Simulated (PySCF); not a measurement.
Delta-SCF ions had no search for a lower state. Excitations are Tamm–Dancoff values on a coarser integration grid. The basis has no diffuse functions, so Rydberg states are missing or too high.

Cartesian coordinates (Å):
```xyz
10

C     -1.8005    -0.0641    -0.0044
S     -0.4619     0.9101    -0.7576
C      0.9581     0.1500    -0.0423
S      1.4351     0.2751     1.6614
C      1.6814    -0.6084    -0.8552
S      2.5270    -1.4967    -1.8201
H     -1.7911    -1.0942    -0.3815
H     -2.7419     0.4246    -0.2894
H     -1.6991    -0.0515     1.0882
H      1.8928     1.5551     1.6251
```
Charge 0, spin multiplicity 1.

### Question
What is the computed dipole moment, S1–T1 gap (TDA), S1 oscillator strength, S1 excitation (TDA) and vertical ionisation energy (Delta-SCF) (PBE-D3(BJ)/def2-TZVP run with PySCF 2.14.0)?

### Answer

```yaml
dipole_moment: 1.21 D
S1–T1 gap (TDA): 0.42 eV
S1 oscillator strength: 0.010
S1 excitation (TDA): 2.33 eV
vertical ionisation energy (Delta-SCF): 7.96 eV
```
